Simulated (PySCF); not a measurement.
## Hf²⁺ (hafnium, charge +2) across methods

[Xe] 4f14 5d1 6s1, high-spin 3D determinant (an excited configuration). Calculation: PySCF 2.14, in aug-cc-pwCVTZ-PP with ECP60MDF; scalar relativity through the core potential.

```tsv
method	E (hartree)	mean ε 5p β (eV)	mean ε 5d α (eV)	mean ε 6s α (eV)	Σ⟨r²⟩ (bohr²)	⟨S²⟩
wB97X-V	-47.6311	-56.995	-22.791	-21.517	29.99	2.001
M06-L	-47.6609	-52.797	-19.192	-18.682	29.75	2.001
HSE06	-47.6413	-53.903	-20.245	-19.383	29.97	2.001
UHF	-47.24134	-59.755	-23.814	-21.345	30.43	2.003
PBE	-47.6632	-52.120	-19.384	-19.009	29.95	2.001
PBE0	-47.6404	-54.325	-20.674	-19.721	29.98	2.001
```

(1) Estimate the same row for r2SCAN.

Energies and moments cover only the electrons outside the core potential. Spin-orbit coupling, absent here, splits the open shell strongly.

## Answers

(1) E (hartree) = -47.6700; mean ε 5p β (eV) = -52.988; mean ε 5d α (eV) = -19.750; mean ε 6s α (eV) = -19.120; Σ⟨r²⟩ (bohr²) = 29.96; ⟨S²⟩ = 2.001.
